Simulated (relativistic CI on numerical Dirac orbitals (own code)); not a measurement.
## Spin-allowed bands of a d3 ion in an octahedral site, by hand

Problem. Take Δ = 26200 cm⁻¹ and B = 640 cm⁻¹ for a d3 ion in an octahedral site. Calculate the three spin-allowed bands.

Working.
1. The terms of highest spin are 4F (energy 0) and 4P (15B = 9600 cm⁻¹). Here the F term splits into A2 at −1.2Δ = -31440, T2 at −0.2Δ = -5240 and T1 at +0.6Δ = 15720 cm⁻¹.
2. The two T1 states mix through the element 0.4Δ: H = [[15720, 10480], [10480, 9600]], with roots ½(H₁₁ + H₂₂) ∓ ½√[(H₂₂ − H₁₁)² + 4H₁₂²] = ½(25320) ∓ ½(21835) = 1742 and 23578 cm⁻¹.
3. The ground term is 4A2 at -31440 cm⁻¹.
4. Bands: 4T2 26200 cm⁻¹ (382 nm), 4T1(F) 33182 cm⁻¹ (301 nm), 4T1(P) 55018 cm⁻¹ (182 nm).

Check. Exact diagonalisation of the whole d3 shell with these parameters gives 4T2 26200, 4T1 33182, 4T1 55018 cm⁻¹. The match is exact, since without spin-orbit coupling no other term has this spin. The ratio of the second band to the first, 1.267, depends on Δ/B = 40.9 alone, which is how a Tanabe-Sugano diagram is read.
